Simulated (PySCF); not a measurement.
# Nuclear quadrupole coupling in `CO[C@@H]1C=COC1`

C5H8O2.
Structure used (GFN2-xTB), in Å, numbered top down from 1:
```xyz
15
C5H8O2 angstrom
C     -2.0838   -0.7025    0.5023
O     -1.0228    0.1780    0.7694
C     -0.1082    0.3275   -0.3034
C      0.8419   -0.8320   -0.4812
C      2.0706   -0.4174   -0.2022
O      2.1804    0.8941    0.1115
C      0.8743    1.4590    0.0589
H     -2.6553   -0.3762   -0.3761
H     -2.7251   -0.6811    1.3810
H     -1.7333   -1.7264    0.3351
H     -0.6762    0.5413   -1.2251
H      0.5400   -1.8212   -0.7564
H      2.9979   -0.9620   -0.2017
H      0.8774    2.2667   -0.6767
H      0.6177    1.8602    1.0427
```

Field gradients from the PBE0/pcSseg-1 density (PySCF, non-relativistic), principal values in atomic units, ordered |Vxx| ≤ |Vyy| ≤ |Vzz|:

```json
{"atom": "O2", "Vxx": "0.0476", "Vyy": "1.9972", "Vzz": "-2.0448"}
{"atom": "O6", "Vxx": "-0.2025", "Vyy": "-1.6347", "Vzz": "1.8373"}
```

Find the asymmetry η = (Vxx − Vyy)/Vzz and the couplings χ = eQV/h (234.96 MHz × Q in barn × V in au), with Q(17O) = −0.0256 b.

```csv
atom,environment,nucleus,η,χzz (MHz),χxx (MHz),χyy (MHz)
O2,ether oxygen,17O,0.95,12.30,-0.29,-12.01
O6,cyclic ether oxygen,17O,0.78,-11.05,1.22,9.83
```

At O2 η is above 0.9: Vyy and Vzz are nearly equal in size and opposite in sign, so a small change could swap them and flip the sign of χzz. The tensor is traceless: Vxx + Vyy + Vzz = 0.

What is Vzz at O6 in SI units (1 au = 9.71736 × 10²¹ V/m²)?

1.8373 au = 17.853 × 10²¹ V/m².

And the gradient at the other heavy atoms, for which no coupling is worked out here?

```json
{"atom": "C1", "environment": "methoxy carbon", "Vzz (au)": "0.366", "η": "0.10"}
{"atom": "C3", "environment": "sp3 carbon bound to oxygen", "Vzz (au)": "0.314", "η": "0.33"}
{"atom": "C4", "environment": "alkene CH carbon", "Vzz (au)": "-0.112", "η": "0.56"}
{"atom": "C5", "environment": "vinylic carbon bearing oxygen", "Vzz (au)": "-0.405", "η": "0.08"}
{"atom": "C7", "environment": "sp3 carbon bound to oxygen", "Vzz (au)": "0.415", "η": "0.25"}
```

What couplings would deuterons (Q(2H) = 0.00286 b) have in place of the hydrogens, at this geometry?

```
atom  bonded to  bond length (Å)  Vzz (au)     η  χzz (kHz)
  H8         C1            1.098    0.2895  0.08        195
  H9         C1            1.088    0.3075  0.06        207
 H10         C1            1.095    0.2938  0.07        197
 H11         C3            1.104    0.2763  0.06        186
 H12         C4            1.070    0.3550  0.08        239
 H13         C5            1.075    0.3328  0.07        224
 H14         C7            1.092    0.2959  0.06        199
 H15         C7            1.093    0.2922  0.06        196
```

Geometry: GFN2-xTB, one conformer, isolated molecule. GFN2-xTB bond lengths can be off by several hundredths of an ångström, more for odd bonds, and the gradients follow them. With a basis this small, the couplings can be 20 % off.

These values come from a run that also computed NMR shieldings. On an Arm Neoverse V1 with one thread, no GPU, on a shared host, this took 23 s of wall time (with the writing of density and orbital grids) and 0.73 GiB of memory at its peak.
